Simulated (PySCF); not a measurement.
Converging HBr in the basis (CCSD(T))

PySCF, RHF reference; singlet, unpaired electrons none; De to H + Br without counterpoise correction. Frozen cores follow the default of each basis and core potential.

```json
{"basis": "aug-cc-pVDZ/aug-cc-pVDZ-PP", "relativity": "scalar-relativistic core potentials", "functions": "41", "Re (Å)": "1.426", "ωe (cm⁻¹)": "2657", "De (eV)": "3.86", "frozen orbitals": "4"}
{"basis": "cc-pVTZ/cc-pVTZ-PP", "relativity": "scalar-relativistic core potentials", "functions": "53", "Re (Å)": "1.411", "ωe (cm⁻¹)": "2688", "De (eV)": "3.99", "frozen orbitals": "4"}
{"basis": "def2-TZVPP", "relativity": "no relativity", "functions": "62", "Re (Å)": "1.415", "ωe (cm⁻¹)": "2675", "De (eV)": "4.00", "frozen orbitals": "9"}
{"basis": "def2-TZVPPD", "relativity": "no relativity", "functions": "74", "Re (Å)": "1.415", "ωe (cm⁻¹)": "2676", "De (eV)": "4.02", "frozen orbitals": "9"}
```

(1) How does each smaller set differ from the one with most functions, def2-TZVPPD?

Measured (Huber and Herzberg, Constants of Diatomic Molecules (1979)): Re = 1.414435 Å, ωe = 2648.975 cm⁻¹. Correlated steps freeze the inner cores (4 to 9 orbitals); shallow outer-core shells are correlated. Correlated levels converge slowly with the basis: in double zeta they bind strong bonds too weakly, by up to about 1 eV, and carry superposition errors of some tenths. Where the molecule has an RHF reference, its open-shell atoms are computed with UHF.

Answers

(1) aug-cc-pVDZ/aug-cc-pVDZ-PP: +1.1 pm, -0.7 % in ωe, -0.16 eV in De; cc-pVTZ/cc-pVTZ-PP: -0.4 pm, +0.4 % in ωe, -0.03 eV in De; def2-TZVPP: +0.0 pm, -0.0 % in ωe, -0.02 eV in De. All at CCSD(T); the set with most functions is neither the basis-set limit nor always the best. The rows treat relativity differently, so the differences are not basis effects alone.
